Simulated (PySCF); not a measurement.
PySCF job for C₄H₆BF, SMILES C#CB(F)CC, PBE-D3(BJ)/def2-SVP. The structure is a stationary point at PBE-D3(BJ)/def2-SVP. The structure was generated by enumeration, and PubChem lists no compound with its InChIKey, so it may never have been made. The values are those of a single conformer.

```python
import numpy as np
from pyscf import gto, scf, dft, df
from pyscf.hessian import thermo

mol = gto.M(
    atom='''
    C    -1.25674259    2.13084112   -0.00000000
    C    -0.38205978    1.26663646    0.00000000
    B     0.64990164    0.12819840   -0.00000000
    F     1.95192957    0.46622617    0.00000000
    C     0.26969805   -1.39715926   -0.00000000
    C    -1.21954679   -1.75305594   -0.00000000
    H    -2.01645891    2.90194685    0.00000000
    H     0.79284991   -1.85050527    0.87531058
    H     0.79284991   -1.85050526   -0.87531058
    H    -1.73400686   -1.33619491   -0.88940137
    H    -1.38619482   -2.84914830    0.00000000
    H    -1.73400686   -1.33619492    0.88940137
    ''',
    basis='def2-SVP',
    charge=0,
    spin=0,
    max_memory=1600,
    verbose=3,
)
mf = dft.RKS(mol, xc='pbe').density_fit(auxbasis='def2-universal-jkfit')
mf.disp = 'd3bj'
mf.grids.level = 3
mf.conv_tol = 1e-11
mf.max_cycle = 100
mf.kernel()

# [left out here: the lines that compute and print the analytic Hessian (its translational invariance restored by hand, since the grid's response is missing), thermochemistry and intensities]
```

Program output:

```
converged SCF energy = -280.182614093244

WARN: DFTD3 does not support analytical Hessian, using finite difference


WARN: Mole.unit (angstrom) is changed to Bohr

Mode                                 0                   1                   2
Irrep
Freq [cm^-1]                       24.6641            116.0144            189.0422
Reduced mass [au]                   1.7160              3.5970              1.6885
Force const [Dyne/A]                0.0006              0.0285              0.0356
Char temp [K]                      35.4861            166.9188            271.9897
Normal mode                   x     y     z       x     y     z       x     y     z
       0   C                 0.00  0.00 -0.05    0.10  0.15 -0.00   -0.00 -0.00 -0.07
       1   C                -0.00  0.00 -0.03   -0.03  0.02  0.00    0.00  0.00  0.11
       2   B                -0.00 -0.00 -0.01   -0.06 -0.01  0.00    0.00  0.00  0.08
       3   F                -0.00  0.00  0.08   -0.06  0.02 -0.00    0.00 -0.00 -0.07
       4   C                 0.00 -0.00 -0.12    0.01 -0.02  0.00   -0.00  0.00  0.05
       5   C                 0.00 -0.00  0.10    0.04 -0.14 -0.00   -0.00  0.00 -0.03
       6   H                 0.00  0.00 -0.06    0.20  0.25 -0.00   -0.00 -0.00 -0.23
       7   H                 0.18 -0.14 -0.30    0.04  0.01 -0.00   -0.03 -0.06  0.04
       8   H                -0.18  0.14 -0.30    0.04  0.01  0.00    0.03  0.06  0.04
       9   H                -0.17  0.16  0.27    0.00 -0.18 -0.00   -0.03  0.35  0.14
      10   H                 0.00 -0.00 -0.06    0.13 -0.15 -0.00   -0.00  0.00 -0.46
      11   H                 0.17 -0.16  0.27    0.00 -0.18  0.00    0.03 -0.35  0.14
Mode                                 3                   4                   5
Irrep
Freq [cm^-1]                      226.1972            240.8824            392.6652
Reduced mass [au]                   2.0069              4.1399              5.2957
[...]
Force const [Dyne/A]                0.6808              0.7116              1.8509
Char temp [K]                    1345.8333           1364.6931           1508.4944
Normal mode                   x     y     z       x     y     z       x     y     z
       0   C                -0.02  0.02 -0.00    0.00 -0.00 -0.00    0.00 -0.01 -0.00
       1   C                -0.00  0.02  0.00    0.00 -0.00  0.03    0.00 -0.00 -0.00
       2   B                 0.03 -0.06 -0.00   -0.00  0.00 -0.10    0.02  0.04  0.00
       3   F                -0.01  0.00  0.00    0.00 -0.00  0.01   -0.03 -0.02 -0.00
       4   C                -0.04 -0.01  0.00    0.00  0.00  0.09    0.18  0.00  0.00
       5   C                 0.07  0.10 -0.00   -0.00 -0.00 -0.07   -0.14  0.04  0.00
       6   H                -0.03  0.02 -0.00    0.00 -0.00 -0.03    0.01 -0.00  0.00
       7   H                -0.26 -0.27 -0.00   -0.21 -0.37 -0.00    0.14 -0.03  0.01
       8   H                -0.26 -0.27  0.00    0.21  0.37 -0.00    0.14 -0.03 -0.01
       9   H                -0.09 -0.21 -0.05   -0.37 -0.05  0.12   -0.28 -0.19 -0.04
      10   H                 0.59  0.02  0.00   -0.00 -0.00  0.22    0.14 -0.01 -0.00
      11   H                -0.09 -0.21  0.05    0.37  0.05  0.12   -0.28 -0.19  0.04
Mode                                15                  16                  17
Irrep
Freq [cm^-1]                     1114.1285           1200.5234           1231.8987
Reduced mass [au]                   2.3960              1.2429              3.8851
Force const [Dyne/A]                1.7523              1.0554              3.4738
Char temp [K]                    1602.9829           1727.2859           1772.4279
Normal mode                   x     y     z       x     y     z       x     y     z
       0   C                -0.04  0.04 -0.00   -0.00  0.00 -0.00   -0.03  0.03  0.00
       1   C                -0.00  0.03 -0.00   -0.00  0.00  0.00   -0.01  0.01 -0.00
       2   B                 0.02 -0.22  0.00    0.00 -0.00 -0.03    0.18 -0.08  0.00
       3   F                 0.02  0.02  0.00   -0.00 -0.00  0.00   -0.08 -0.01 -0.00
       4   C                -0.02  0.01  0.00    0.00  0.00 -0.07    0.03  0.13  0.00
       5   C                -0.03  0.03  0.00   -0.00 -0.00  0.11   -0.01 -0.06 -0.00
       6   H                -0.06  0.03 -0.00   -0.00  0.00 -0.00   -0.03  0.04  0.00
       7   H                 0.24  0.32  0.01   -0.45 -0.28  0.04   -0.08 -0.20 -0.10
       8   H                 0.24  0.32 -0.01    0.45  0.28  0.04   -0.08 -0.20  0.10
       9   H                -0.04 -0.04 -0.02    0.29 -0.02 -0.07    0.02  0.13  0.07
      10   H                 0.14  0.01 -0.00    0.00 -0.00 -0.21   -0.18 -0.03  0.00
      11   H                -0.04 -0.04  0.02   -0.29  0.02 -0.07    0.02  0.13 -0.07
Mode                                18                  19                  20
Irrep
Freq [cm^-1]                     1337.3035           1344.0100           1360.9783
Reduced mass [au]                   2.6540              1.1825              1.3607
Force const [Dyne/A]                2.7965              1.2585              1.4849
Char temp [K]                    1924.0819           1933.7311           1958.1448
Normal mode                   x     y     z       x     y     z       x     y     z
       0   C                 0.01 -0.01  0.00   -0.01  0.00 -0.00    0.00 -0.00  0.00
       1   C                 0.01  0.01  0.00    0.00  0.00 -0.00    0.00  0.00  0.00
       2   B                -0.18 -0.08  0.00   -0.02 -0.05 -0.00   -0.05 -0.04  0.00
       3   F                 0.07  0.02 -0.00    0.01  0.01  0.00    0.02  0.00 -0.00
       4   C                 0.04  0.11 -0.00    0.06  0.02  0.00    0.08  0.03  0.00
       5   C                 0.00 -0.02 -0.00    0.08 -0.00 -0.00   -0.10 -0.05 -0.00
       6   H                -0.00 -0.02  0.00   -0.01  0.00 -0.00   -0.00 -0.00 -0.00
       7   H                 0.05 -0.30 -0.22   -0.33  0.16  0.29   -0.30  0.07  0.24
       8   H                 0.05 -0.30  0.22   -0.33  0.16 -0.29   -0.30  0.07 -0.24
       9   H                -0.08  0.06  0.08   -0.29 -0.10  0.16    0.31  0.21 -0.10
      10   H                -0.08 -0.00 -0.00   -0.38  0.06 -0.00    0.32 -0.10  0.00
      11   H                -0.08  0.06 -0.08   -0.29 -0.10 -0.16    0.31  0.21  0.10
Mode                                21                  22                  23
Irrep
Freq [cm^-1]                     1424.9846           1427.5626           2109.8014
Reduced mass [au]                   1.0584              1.0332              6.0469
Force const [Dyne/A]                1.2663              1.2406             15.8587
Char temp [K]                    2050.2356           2053.9447           3035.5345
Normal mode                   x     y     z       x     y     z       x     y     z
       0   C                -0.00  0.00  0.00   -0.00  0.00  0.00   -0.11  0.11  0.00
       1   C                 0.00  0.00 -0.00    0.00  0.00  0.00    0.16 -0.16  0.00
       2   B                -0.01 -0.02  0.00   -0.00 -0.00 -0.00   -0.02  0.03  0.00
       3   F                 0.00  0.00 -0.00    0.00  0.00  0.00   -0.00  0.00 -0.00
       4   C                 0.01  0.04  0.00    0.00  0.00 -0.02    0.00 -0.00 -0.00
       5   C                -0.01  0.04  0.00   -0.00  0.00 -0.04   -0.00  0.00  0.00
       6   H                -0.00  0.00  0.00   -0.00  0.00 -0.00   -0.21  0.21 -0.00
       7   H                -0.05 -0.04 -0.01   -0.06 -0.02 -0.00    0.00 -0.00 -0.00
       8   H                -0.05 -0.04  0.01    0.06  0.02 -0.00    0.00 -0.00  0.00
       9   H                 0.29 -0.40 -0.37    0.24  0.43  0.04   -0.00  0.00 -0.00
      10   H                -0.41  0.08 -0.00   -0.00  0.00  0.68    0.00 -0.00 -0.00
      11   H                 0.29 -0.40  0.37   -0.24 -0.43  0.04   -0.00  0.00  0.00
Mode                                24                  25                  26
Irrep
Freq [cm^-1]                     2943.9661           2974.1577           2979.5325
Reduced mass [au]                   1.0633              1.0372              1.0956
Force const [Dyne/A]                5.4298              5.4057              5.7308
Char temp [K]                    4235.7117           4279.1507           4286.8839
Normal mode                   x     y     z       x     y     z       x     y     z
       0   C                -0.00  0.00 -0.00    0.00  0.00 -0.00    0.00 -0.00  0.00
       1   C                 0.00 -0.00 -0.00    0.00 -0.00 -0.00   -0.00  0.00 -0.00
       2   B                -0.00 -0.00  0.00    0.00  0.00 -0.00   -0.00 -0.00 -0.00
       3   F                 0.00  0.00 -0.00   -0.00 -0.00  0.00    0.00  0.00  0.00
       4   C                -0.05  0.05  0.00    0.00 -0.00 -0.00   -0.00  0.00 -0.08
       5   C                 0.00 -0.00  0.00   -0.05 -0.01  0.00    0.00  0.00  0.01
       6   H                -0.00 -0.00 -0.00   -0.00 -0.00 -0.00   -0.00  0.00  0.00
       7   H                 0.31 -0.27  0.55   -0.01  0.01 -0.01    0.31 -0.29  0.52
       8   H                 0.31 -0.27 -0.55   -0.01  0.01  0.01   -0.31  0.29  0.52
       9   H                -0.00  0.00 -0.01    0.25 -0.21  0.45   -0.03  0.03 -0.06
      10   H                 0.01  0.05 -0.00    0.07  0.58 -0.00   -0.00 -0.00  0.00
      11   H                -0.00  0.00  0.01    0.25 -0.21 -0.45    0.03 -0.03 -0.06
Mode                                27                  28                  29
Irrep
Freq [cm^-1]                     3059.6655           3061.2796           3391.8171
Reduced mass [au]                   1.1039              1.1026              1.1570
Force const [Dyne/A]                6.0885              6.0881              7.8424
Char temp [K]                    4402.1774           4404.4997           4880.0696
Normal mode                   x     y     z       x     y     z       x     y     z
       0   C                 0.00 -0.00  0.00    0.00 -0.00 -0.00   -0.07  0.07 -0.00
       1   C                 0.00 -0.00 -0.00    0.00 -0.00  0.00    0.02 -0.02  0.00
       2   B                -0.00 -0.00 -0.00   -0.00 -0.00  0.00   -0.00  0.00 -0.00
       3   F                 0.00 -0.00  0.00    0.00 -0.00 -0.00   -0.00 -0.00  0.00
       4   C                -0.00  0.00 -0.00   -0.00  0.00  0.01    0.00 -0.00 -0.00
       5   C                -0.02  0.09 -0.00   -0.00  0.00  0.09    0.00  0.00  0.00
       6   H                -0.00  0.00 -0.00   -0.00  0.00  0.00    0.65 -0.66  0.00
       7   H                 0.02 -0.01  0.03   -0.03  0.03 -0.06   -0.00 -0.00 -0.00
       8   H                 0.02 -0.01 -0.03    0.03 -0.03 -0.06   -0.00 -0.00  0.00
       9   H                 0.18 -0.14  0.33   -0.31  0.26 -0.53    0.00  0.00  0.00
      10   H                -0.11 -0.75 -0.00   -0.00 -0.00  0.02   -0.00 -0.00  0.00
      11   H                 0.18 -0.14 -0.33    0.31 -0.26 -0.53    0.00  0.00 -0.00
temperature 298.1500 [K]
pressure 101325.00 [Pa]
Rotational constants [GHz] 3.82277 3.00401 1.71805
Symmetry number 1
Zero-point energy (ZPE) 0.08841 [Eh]   232119.379 [J/mol]
                           tot       elec      trans        rot        vib
Entropy [J/mol/K]       359.652      0.000    163.991    113.765     81.896
Cv [J/mol/K]            105.612      0.000     12.472     12.472     80.669
Cp [J/mol/K]            113.927      0.000     20.786     12.472     80.669
Internal energy [J/mol]                      3718.434   3718.434 244398.207
Internal energy [Eh]   -280.08670  -280.18261
Enthalpy [J/mol]                             6197.391   3718.434 244398.207
Enthalpy [Eh]          -280.08575
Gibbs free energy [J/mol]                  -42696.466 -30200.559 219980.830
Gibbs free energy [Eh] -280.12659
mode   freq/cm-1   IR/(km/mol)
   1       24.66         1.191
   2      116.01         0.727
   3      189.04         0.145
   4      226.20         2.622
   5      240.88         1.570
   6      392.67         7.907
   7      449.18         1.321
   8      519.34         4.744
   9      628.54         0.647
  10      661.02        36.394
  11      726.90        31.606
  12      738.91        26.376
  13      935.40        23.814
  14      948.51         3.714
  15     1048.46         1.881
  16     1114.13       163.914
  17     1200.52         1.648
  18     1231.90       168.484
  19     1337.30       154.778
  20     1344.01         7.166
  21     1360.98        12.324
  22     1424.98        17.539
  23     1427.56         6.632
  24     2109.80        90.167
  25     2943.97        18.253
  26     2974.16        24.200
  27     2979.53         4.735
  28     3059.67        21.872
  29     3061.28        17.434
  30     3391.82        40.901
max |gradient| / (hartree/bohr): 0.0002457407031460358
APT charges: [-1.4210e-01 -4.3950e-01  1.1792e+00 -5.8250e-01 -2.6060e-01  7.4300e-02
  2.0980e-01  6.0000e-04  6.0000e-04 -6.9000e-03 -2.6200e-02 -6.9000e-03]
```

The calculation finished and met its thresholds.
